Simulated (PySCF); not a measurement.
# Electron correlation in Ho⁵⁷⁺ (holmium, charge +57)

Starting occupation: [Ne]. Calculation: PySCF 2.14, in an uncontracted even-tempered set (17 s from 9.2 bohr⁻², ratio 2.6; 13 p from 12 bohr⁻², ratio 2.6; 6 d from 12 bohr⁻², ratio 2.8; 3 f from 270 bohr⁻², ratio 2.8); X2C-1e with screened-nucleus spin-orbit coupling, Gaussian nucleus. Frozen: 1s2; 8 electrons correlated; the 48 highest virtual spinors left out.

MP2 pair energies summed by pair of shells (mhartree):

| pair | energy | share (%) |
| --- | --- | --- |
| 2p1/2-2p3/2 | -105.34 | 33.2 |
| 2p3/2-2p3/2 | -98.75 | 31.1 |
| 2p3/2-2s1/2 | -49.59 | 15.6 |
| 2p1/2-2s1/2 | -26.35 | 8.3 |
| 2p1/2-2p1/2 | -24.46 | 7.7 |
| 2s1/2-2s1/2 | -13.11 | 4.1 |

Total MP2 correlation energy: -317.60 mhartree.

The virtual space was cut to 44 spinors, which keep -244.97 of the -317.60 mhartree of MP2 correlation.

```
  level  correlation energy (mhartree)
   CCSD                        -245.74
    (T)                          -0.01
CCSD(T)                        -245.75
```

Diagnostics: T1 = 2.4e-05, largest double amplitude 0.002.

Cost of the coupled-cluster step: of the order of 10 core-seconds, for 8 occupied and 44 virtual spinors.

The coupled-cluster values are those of the cut space; adding the MP2 remainder, -72.63 mhartree, estimates the full space.

At this charge the one-electron X2C treatment keeps the bare 1/r₁₂, with no two-electron picture change or Breit term. The effect here is smaller than on the frozen 1s shell.
